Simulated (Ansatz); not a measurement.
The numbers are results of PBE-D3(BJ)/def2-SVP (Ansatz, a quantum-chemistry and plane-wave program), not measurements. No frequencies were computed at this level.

Ansatz 0.2 input:
```yaml
crystal:
  periodic: [false, false, false]
  atoms:
    - { symbol: Ga, position_ang: [-0.008395, -0.063216, -0.030195] }
    - { symbol: Cl, position_ang: [-1.707356, 0.434771, -1.154216] }
    - { symbol: Cl, position_ang: [-0.257439, -1.142735, 1.750442] }
    - { symbol: Cl, position_ang: [1.856183, -0.114524, -0.988693] }
    - { symbol: C, position_ang: [0.555947, 4.211799, 2.01002] }
    - { symbol: C, position_ang: [0.387711, 2.937658, 1.402226] }
    - { symbol: N, position_ang: [0.252324, 1.910882, 0.911849] }
    - { symbol: H, position_ang: [-0.414789, 4.594695, 2.325141] }
    - { symbol: H, position_ang: [1.002964, 4.900129, 1.292642] }
    - { symbol: H, position_ang: [1.208536, 4.116623, 2.877953] }
basis:
  gaussian: { orbitals: def2-svp }
hamiltonian:
  xc: pbe
  dispersion: d3bj
relax:
  max_steps: 150
```

Output:

```
Functional definition: PBE
1602 factors; their error is unknown
mean field evaluation 1: about -93507.0479 eV, gradient 6.1e1 eV
mean field evaluation 2: about -93495.9681 eV, gradient 9.4e1 eV
mean field evaluation 4: about -93514.4269 eV, gradient 5.9e0 eV
mean field evaluation 8: about -93514.4021 eV, gradient 1.5e-1 eV
mean field evaluation 16: about -93514.4021 eV, gradient 6.6e-5 eV
mean field -93514.40210624 eV, -3436.5908910661 hartree, gradient 6.6e-5 eV, S^2 0.000000; 0 other end points of the search recorded, 0 dependent functions left out
reference -93514.40215193 eV, -3436.5908927452 hartree; 52, 52 occupied and 91, 91 virtual orbitals, 1602 factors
relax step   1: F+E_penalty+E_count = -93514.69157176 eV  Δ(F+E_penalty+E_count) = +0.000e0 eV  max|allowed force component| = 2.321e0 eV/Å  Δτ_max = 0.0000 Å  (26 SCF iters, accepted)
these checks for a lower state are left out or cut short: starts, cluster_reference, orbital_swaps, neighbouring_geometries, increment
1602 factors; their error is unknown
mean field -93514.61505131 eV, -3436.5987166529 hartree, gradient 1.7e-5 eV, S^2 0.000000; 0 other end points of the search recorded, 0 dependent functions left out
reference -93514.61509719 eV, -3436.5987183390 hartree; 52, 52 occupied and 91, 91 virtual orbitals, 1602 factors
relax step   2: F+E_penalty+E_count = -93514.89540862 eV  Δ(F+E_penalty+E_count) = -2.038e-1 eV  max|allowed force component| = 4.632e-1 eV/Å  Δτ_max = 0.0888 Å  (30 SCF iters, accepted)
these checks for a lower state are left out or cut short: starts, cluster_reference, orbital_swaps, neighbouring_geometries, increment
1602 factors; their error is unknown
mean field -93514.63265300 eV, -3436.5993635031 hartree, gradient 8.1e-6 eV, S^2 0.000000; 0 other end points of the search recorded, 0 dependent functions left out
reference -93514.63269867 eV, -3436.5993651814 hartree; 52, 52 occupied and 91, 91 virtual orbitals, 1602 factors
relax step   3: F+E_penalty+E_count = -93514.91411077 eV  Δ(F+E_penalty+E_count) = -1.870e-2 eV  max|allowed force component| = 1.426e-1 eV/Å  Δτ_max = 0.0395 Å  (30 SCF iters, accepted)
these checks for a lower state are left out or cut short: starts, cluster_reference, orbital_swaps, neighbouring_geometries, increment
1602 factors; their error is unknown
mean field evaluation 32: about -93514.7167 eV, gradient 5.9e-3 eV
mean field -93514.63384835 eV, -3436.5994074316 hartree, gradient 7.9e-6 eV, S^2 0.000000; 0 other end points of the search recorded, 0 dependent functions left out
reference -93514.63389386 eV, -3436.5994091038 hartree; 52, 52 occupied and 91, 91 virtual orbitals, 1602 factors
relax step   4: F+E_penalty+E_count = -93514.91652775 eV  Δ(F+E_penalty+E_count) = -2.417e-3 eV  max|allowed force component| = 3.656e-2 eV/Å  Δτ_max = 0.0257 Å  (30 SCF iters, accepted)
these checks for a lower state are left out or cut short: starts, cluster_reference, orbital_swaps, neighbouring_geometries, increment
1602 factors; their error is unknown
mean field -93514.63402149 eV, -3436.5994137943 hartree, gradient 1.3e-5 eV, S^2 0.000000; 0 other end points of the search recorded, 0 dependent functions left out
reference -93514.63406701 eV, -3436.5994154669 hartree; 52, 52 occupied and 91, 91 virtual orbitals, 1602 factors
relax step   5: F+E_penalty+E_count = -93514.91657359 eV  Δ(F+E_penalty+E_count) = -4.584e-5 eV  max|allowed force component| = 3.686e-3 eV/Å  Δτ_max = 0.0025 Å  (23 SCF iters, accepted)
1602 factors; their error is unknown
mean field -93514.63402149 eV, -3436.5994137943 hartree, gradient 1.3e-5 eV, S^2 0.000000; 1 other end points of the search recorded, 0 dependent functions left out
reference -93514.63406701 eV, -3436.5994154669 hartree; 52, 52 occupied and 91, 91 virtual orbitals, 1602 factors
Total energy: -93514.91661910 eV, -3436.6097990649 hartree
Atom 0 at     0.001927     0.013643     0.006605 Å, force    -0.000209    -0.001576    -0.000795 eV/Å
Atom 1 at    -1.758623     0.403648    -1.202618 Å, force     0.000373     0.001025     0.000891 eV/Å
Atom 2 at    -0.267707    -1.215116     1.776130 Å, force     0.000390     0.001314     0.000086 eV/Å
Atom 3 at     1.898176    -0.158852    -1.036584 Å, force    -0.000362     0.001143     0.000642 eV/Å
Atom 4 at     0.558055     4.228141     2.017813 Å, force     0.000259     0.002906     0.001631 eV/Å
Atom 5 at     0.386830     2.930500     1.398690 Å, force     0.000499     0.002294     0.000310 eV/Å
Atom 6 at     0.249299     1.887598     0.900850 Å, force    -0.000438    -0.003686    -0.001107 eV/Å
Atom 7 at    -0.425916     4.625806     2.336867 Å, force     0.000385    -0.001049    -0.000960 eV/Å
Atom 8 at     1.016439     4.932377     1.295269 Å, force    -0.000111    -0.001420     0.000092 eV/Å
Atom 9 at     1.217205     4.138336     2.904147 Å, force    -0.000784    -0.000952    -0.000790 eV/Å
Dipole moment:     0.229697     1.739299     0.830158 e Å
```

Cost: roughly 40 core-seconds.
